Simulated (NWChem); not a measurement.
Program: NWChem. System: CH4N, charge 0, spin multiplicity 4, at the geometry of a parent with another charge or spin, in a state set for the comparison that need not be this species' ground state. Its SCF solution wasn't tested for a lower state. Level: ULDA (SVWN5)/def2-TZVP.

NWChem printed:

```
             Northwest Computational Chemistry Package (NWChem) 7.3.0
             --------------------------------------------------------

                                NWChem Input Module
                                -------------------

 Scaling coordinates for geometry "geometry" by  1.889725989
 (inverse scale =  0.529177249)

 Turning off AUTOSYM since
 SYMMETRY directive was detected!

                             Geometry "geometry" -> ""
                             -------------------------

 Output coordinates in angstroms (scale by  1.889725989 to convert to a.u.)

  No.       Tag          Charge          X              Y              Z
 ---- ---------------- ---------- -------------- -------------- --------------
    1 C                    6.0000     0.59527400    -0.18225500     0.00000000
    2 N                    7.0000    -0.72922400     0.36920100     0.00000000
    3 H                    1.0000     0.77556200    -0.83364500     0.88274800
    4 H                    1.0000     1.35957800     0.61179900     0.00000000
    5 H                    1.0000     0.77556200    -0.83364500    -0.88274800
    6 H                    1.0000    -1.37778000    -0.43538300     0.00000000

 Effective nuclear repulsion energy (a.u.)      36.0412125911

            Nuclear Dipole moment (a.u.)
            ----------------------------
        X                 Y               Z
 ---------------- ---------------- ----------------
    -0.0000037795     0.0000056692     0.0000000000

      Symmetry information
      --------------------

 Group name             Cs
 Group number              2
 Group order               2
 No. of unique centers     5

      Symmetry unique atoms

     1    2    3    4    6


 Summary of "ao basis" -> "" (spherical)
 ------------------------------------------------------------------------------
       Tag                 Description            Shells   Functions and Types
 ---------------- ------------------------------  ------  ---------------------
 *                         def2-tzvp                  on all atoms

                                 NWChem DFT Module
                                 -----------------

 Summary of "ao basis" -> "ao basis" (spherical)
 ------------------------------------------------------------------------------
       Tag                 Description            Shells   Functions and Types
 ---------------- ------------------------------  ------  ---------------------
 C                         def2-tzvp                11       31   5s3p2d1f
 N                         def2-tzvp                11       31   5s3p2d1f
 H                         def2-tzvp                 4        6   3s1p

 Summary of "ao basis" -> "ao basis" (spherical)
 ------------------------------------------------------------------------------
       Tag                 Description            Shells   Functions and Types
 ---------------- ------------------------------  ------  ---------------------
 C                         def2-tzvp                11       31   5s3p2d1f
 N                         def2-tzvp                11       31   5s3p2d1f
 H                         def2-tzvp                 4        6   3s1p

      Symmetry analysis of basis
      --------------------------

        a'         58
        a"         28

            General Information
            -------------------
          SCF calculation type: DFT
          Wavefunction type:  spin polarized.
          No. of atoms     :     6
          No. of electrons :    17
           Alpha electrons :    10
            Beta electrons :     7
          Charge           :     0
          Spin multiplicity:     4
          Use of symmetry is: on ; symmetry adaption is: on
          Maximum number of iterations: 100
          AO basis - number of functions:    86
                     number of shells:    38
          Convergence on energy requested:  1.00D-06
          Convergence on density requested:  1.00D-05
          Convergence on gradient requested:  5.00D-04

              XC Information
              --------------
                        Slater Exchange Functional  1.000 local
                      VWN V Correlation Functional  1.000 local
[...]
     8     -0.302254  1 C  pz                11     -0.214917  1 C  pz
    21     -0.127161  1 C  d -1              64     -0.073114  3 H  s
    76      0.073114  5 H  s                 63      0.053760  3 H  s

                     DFT Final Beta Molecular Orbital Analysis
                     -----------------------------------------

 Vector    5  Occ=1.000000D+00  E=-4.768440D-01  Symmetry=a'
              MO Center= -3.7D-02, -1.1D-01, -9.4D-18, r^2= 1.6D+00
   Bfn.  Coefficient  Atom+Function         Bfn.  Coefficient  Atom+Function
  ----- ------------  ---------------      ----- ------------  ---------------
     7      0.250901  1 C  py                37      0.248883  2 N  px
    40      0.187892  2 N  px                10      0.186426  1 C  py
    38      0.141556  2 N  py                82     -0.139441  6 H  s
    41      0.108158  2 N  py                81     -0.107556  6 H  s
    64     -0.105550  3 H  s                 76     -0.105550  5 H  s

 Vector    6  Occ=1.000000D+00  E=-4.304063D-01  Symmetry=a"
              MO Center=  4.7D-01, -3.2D-01, -6.5D-15, r^2= 1.4D+00
   Bfn.  Coefficient  Atom+Function         Bfn.  Coefficient  Atom+Function
  ----- ------------  ---------------      ----- ------------  ---------------
     8      0.331539  1 C  pz                11      0.256554  1 C  pz
    64      0.167165  3 H  s                 76     -0.167165  5 H  s
    39      0.149489  2 N  pz                42      0.129339  2 N  pz
    63      0.123335  3 H  s                 75     -0.123335  5 H  s
    14      0.117914  1 C  pz                45      0.060798  2 N  pz

 Vector    7  Occ=1.000000D+00  E=-4.178788D-01  Symmetry=a'
              MO Center=  2.8D-01,  1.8D-01, -3.5D-15, r^2= 1.7D+00
   Bfn.  Coefficient  Atom+Function         Bfn.  Coefficient  Atom+Function
  ----- ------------  ---------------      ----- ------------  ---------------
     6      0.276398  1 C  px                37     -0.230162  2 N  px
    70      0.213714  4 H  s                  9      0.206139  1 C  px
    40     -0.172645  2 N  px                 7      0.156656  1 C  py
    69      0.146935  4 H  s                 10      0.109662  1 C  py
    35      0.096674  2 N  s                 38      0.095179  2 N  py

 Vector    8  Occ=0.000000D+00  E=-3.031214D-01  Symmetry=a'
              MO Center= -3.8D-01,  3.6D-01,  1.2D-15, r^2= 1.6D+00
   Bfn.  Coefficient  Atom+Function         Bfn.  Coefficient  Atom+Function
  ----- ------------  ---------------      ----- ------------  ---------------
    38      0.363112  2 N  py                41      0.286661  2 N  py
    44      0.219784  2 N  py                36      0.206749  2 N  s
    35      0.195065  2 N  s                  7     -0.173702  1 C  py
    82     -0.140480  6 H  s                 70     -0.134489  4 H  s
    10     -0.132393  1 C  py                34      0.118075  2 N  s

 Vector    9  Occ=0.000000D+00  E=-2.297691D-01  Symmetry=a"
              MO Center= -4.6D-01,  1.7D-01,  4.7D-15, r^2= 1.5D+00
   Bfn.  Coefficient  Atom+Function         Bfn.  Coefficient  Atom+Function
  ----- ------------  ---------------      ----- ------------  ---------------
    39      0.430613  2 N  pz                42      0.360299  2 N  pz
    45      0.346355  2 N  pz                64     -0.137733  3 H  s
    76      0.137733  5 H  s                  8     -0.111892  1 C  pz
    65     -0.110752  3 H  s                 77      0.110752  5 H  s
    11     -0.080668  1 C  pz                63     -0.078688  3 H  s

 Vector   10  Occ=0.000000D+00  E=-2.946758D-04  Symmetry=a'
              MO Center=  1.7D-01, -5.1D-01,  1.2D-13, r^2= 5.2D+00
   Bfn.  Coefficient  Atom+Function         Bfn.  Coefficient  Atom+Function
  ----- ------------  ---------------      ----- ------------  ---------------
     5      2.544765  1 C  s                 65     -1.345399  3 H  s
    77     -1.345399  5 H  s                 71     -1.212320  4 H  s
    83     -0.876031  6 H  s                 12      0.658267  1 C  px
    36      0.597849  2 N  s                 13     -0.348830  1 C  py
    44     -0.263827  2 N  py                 3      0.208806  1 C  s

   alpha - beta orbital overlaps
   -----------------------------

   alpha      1      2      3      4      5      6      7      8      9     10
    beta      1      2      3      4      5      6      7      8      9     10
 overlap   1.000  1.000  0.993  0.992  0.984  0.981  0.945  0.934  0.980  0.946

   alpha     11     12     13     14     15     16     17     18     19     20
    beta     11     12     13     14     15     16     17     18     19     20
 overlap   0.930  0.995  1.000  0.974  0.997  0.994  0.994  0.985  0.992  0.979

   alpha     21     22     23     24     25     26     27     28     29     30
    beta     21     22     23     24     25     26     27     28     29     30
 overlap   0.984  0.982  0.993  0.720  0.719  0.997  0.999  0.997  0.997  0.999

   alpha     31     32     33     34     35     36     37     38     39     40
    beta     31     32     33     34     35     36     37     38     39     40
 overlap   1.000  0.996  0.808  0.810  0.998  0.979  0.984  0.996  0.998  0.988

   alpha     41     42     43     44     45     46     47     48     49     50
    beta     41     42     43     44     45     46     47     48     49     50
 overlap   0.998  0.993  0.970  0.985  0.943  0.992  0.946  0.988  0.982  0.997

   alpha     51     52     53     54     55     56     57     58     59     60
    beta     51     52     53     54     55     56     57     58     59     60
 overlap   0.997  0.999  0.983  0.939  0.939  0.982  0.997  0.998  0.995  1.000

   alpha     61     62     63     64     65     66     67     68     69     70
    beta     61     62     63     64     65     66     67     68     69     70
 overlap   0.996  0.999  0.999  1.000  0.998  0.996  0.999  0.997  0.999  0.991

   alpha     71     72     73     74     75     76     77     78     79     80
    beta     71     72     73     74     75     76     77     78     79     80
 overlap   0.999  0.987  0.958  0.994  0.957  0.989  0.957  0.986  0.955  0.996

   alpha     81     82     83     84     85     86
    beta     81     82     83     84     85     86
 overlap   0.997  0.995  0.996  1.000  1.000  1.000

     --------------------------
     Expectation value of S2:
     --------------------------
      <S2> =      3.7540 (Exact =     3.7500)

 center of mass
 --------------
 x =  -0.09583598 y =   0.09314165 z =   0.00000000

 moments of inertia (a.u.)
 ------------------
          20.619840676847          17.345470379489           0.000000000000
          17.345470379489          64.923679349523           0.000000000000
           0.000000000000           0.000000000000          74.325498355412

     Multipole analysis of the density
     ---------------------------------

     L   x y z        total         alpha         beta         nuclear
     -   - - -        -----         -----         ----         -------
     0   0 0 0     -0.000000    -10.000000     -7.000000     17.000000

     1   1 0 0      0.934887      1.895268     -0.960377     -0.000004
     1   0 1 0      0.593880      0.399836      0.194039      0.000006
     1   0 0 1      0.000000      0.000000     -0.000000      0.000000

     2   2 0 0    -12.726995    -32.503313    -18.784760     38.561078
     2   1 1 0     -2.060634      3.260997      3.238203     -8.559834
     2   1 0 1     -0.000000     -0.000000     -0.000000      0.000000
     2   0 2 0    -13.721276    -17.403571     -7.413899     11.096194
     2   0 1 1      0.000000      0.000000     -0.000000      0.000000
     2   0 0 2    -13.034113    -12.807451     -5.792123      5.565461

 Task  times  cpu:        3.0s     wall:        3.0s

 Total times  cpu:        3.1s     wall:        3.1s
```

Task: Write an NWChem input that would produce this output.

Result: Several could match; the one computed here: 
```
start mol
memory heap 200 mb stack 900 mb global 1100 mb
geometry units angstroms nocenter noautoz
  C      0.595274    -0.182255     0.000000
  N     -0.729224     0.369201     0.000000
  H      0.775562    -0.833645     0.882748
  H      1.359578     0.611799     0.000000
  H      0.775562    -0.833645    -0.882748
  H     -1.377780    -0.435383     0.000000
  symmetry group Cs
end
basis spherical
  * library def2-tzvp
end
dft
  xc slater vwn_5
  odft
  mult 4
  semidirect memsize 60000000 filesize 0
  iterations 100
end
task dft energy
```
